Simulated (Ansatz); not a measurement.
C2H5NO, SMILES `CNC=O` (C–N–C–O torsion 0°) (charge 0, multiplicity 1).

Z-matrix (Å, degrees):
```
N
H 1 1.0060
C 1 1.3557 2 117.56
O 3 1.2127 1 125.56 2 179.99
H 3 1.1051 4 122.53 1 -179.99
C 1 1.4501 2 119.18 3 -180.00
H 6 1.0870 1 107.71 2 179.99
H 6 1.0918 7 108.97 1 120.61
H 6 1.0918 7 108.97 8 118.79
```
Charge 0, spin multiplicity 1.

Frozen-core energies in 6-31g from Ansatz (an electronic-structure program) at a geometry from B3LYP-D3(BJ)/def2-TZVP; the HF reference has <S^2> = 0.00 and the T1 diagnostic is 0.016.

```
level    energy (Ha)
-------  -----------
HF        -207.86429
MP2       -208.27581
CCSD      -208.30027
CCSD(T)   -208.31255
```

**Question.** Estimate the energies of CCSDT and CCSDT(Q), and give each level's difference from CCSDT(Q).

**Answer.** 
```json
[
 {"level": "MP2", "energy (Ha)": "-208.27581", "difference from CCSDT(Q) (mHa)": "38.77"},
 {"level": "CCSD", "energy (Ha)": "-208.30027", "difference from CCSDT(Q) (mHa)": "14.30"},
 {"level": "CCSD(T)", "energy (Ha)": "-208.31255", "difference from CCSDT(Q) (mHa)": "2.02"},
 {"level": "CCSDT", "energy (Ha)": "-208.31321", "difference from CCSDT(Q) (mHa)": "1.37"},
 {"level": "CCSDT(Q)", "energy (Ha)": "-208.31458", "difference from CCSDT(Q) (mHa)": "0.00"}
]
```
